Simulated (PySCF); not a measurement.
Isomers of C5H8Cl2O, one GFN2-xTB conformer each. Single-point energies are computed at PBE0/pcSseg-1 (PySCF, gas phase, no added dispersion term), electronic only.

Task: Rank them by PBE0/pcSseg-1 energy, lowest first (kcal/mol).
A. `[Cl:1][CH:2]([Cl:3])[C@H:4]1[CH2:5][CH2:6][O:7][CH2:8]1` with Cl1–C2–C4–C5 -179°, C2–C4–C5–C6 108°, C4–C5–C6–O7 -15°, C5–C6–O7–C8 36°, C6–O7–C8–C4 -42°
B. `[CH2:1]=[CH:2][C:3]([Cl:4])([Cl:5])[C@@H:6]([CH3:7])[OH:8]` with C1–C2–C3–Cl4 124°, C2–C3–C6–C7 177°, C3–C6–O8–H -64°

Result: A (0.0), B (10.8).

As drawn, the higher has an O–H bond and a C=C bond outside aromatic rings, which the lower lacks. GFN2-xTB itself gives, in the same order: 0.0, 21.8. Both levels put the same isomer lowest.

Task: Which frontier levels, dipoles and rotational constants go with these structures?

Result: 
```csv
SMILES,"HOMO (eV, PBE0/pcSseg-1)",LUMO (eV),dipole (D),"A, B, C (MHz)"
ClC(Cl)[C@H]1CCOC1,-7.69,0.11,2.15,"2162, 1037, 757.1"
C=CC(Cl)(Cl)[C@@H](C)O,-7.91,-0.68,0.82,"1437, 1346, 1171"
```
